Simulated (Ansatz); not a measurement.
```yaml
crystal:
  periodic: [false, false, false]
  atoms:
    - {symbol: Be, position_ang: [0.010794, -1.043688, -1.094987]}
    - {symbol: Be, position_ang: [0.018199, 1.077195, 1.063006]}
    - {symbol: F, position_ang: [-0.415934, -0.851806, -2.485965]}
    - {symbol: F, position_ang: [0.291466, -2.290098, -0.376291]}
    - {symbol: F, position_ang: [0.249151, 0.286220, -0.281102]}
    - {symbol: F, position_ang: [-1.293763, 0.897748, 1.691405]}
    - {symbol: F, position_ang: [1.140077, 1.924429, 1.483924]}
basis:
  gaussian: {orbitals: cc-pVTZ-DK}
total_charge: -1
hamiltonian: {xc: {name: PBE1PBE}, dispersion: d3bj}
```

```sh
$ ansatz run in.yaml --threads 4 --pin off --events-out ev --progress --plain --max-ram 3916MiB
```

Shortened log:

```
Error: YAML parse error: error: line 14 column 19: hamiltonian.xc: no functional is named "PBE1PBE"; the names, which are not case-sensitive, are SVWN5, SPW92, PBE, PBE0, PBEsol, revPBE, revPBE0, RPBE, rPW86-PBE, HSE06, wPBEh, LC-wPBE, HISS, HF, BLYP, B3LYP, B3LYP5, BHLYP, CAM-B3LYP, r2SCAN, r2SCANh, r2SCAN0, r2SCAN50, m-r2SCAN, B97, wB97, wB97X, wB97X-V, B97M-V, wB97M-V, B2PLYP, B2GP-PLYP, PBE0-DH, PBE-QIDH
12 |   gaussian: {orbitals: cc-pVTZ-DK}
13 | total_charge: -1
14 | hamiltonian: {xc: {name: PBE1PBE}, dispersion: d3bj}
```

**Question.** Something in this input is off. What?

**Answer.** The method's name isn't one that the program takes here. The input was rejected before any iteration.
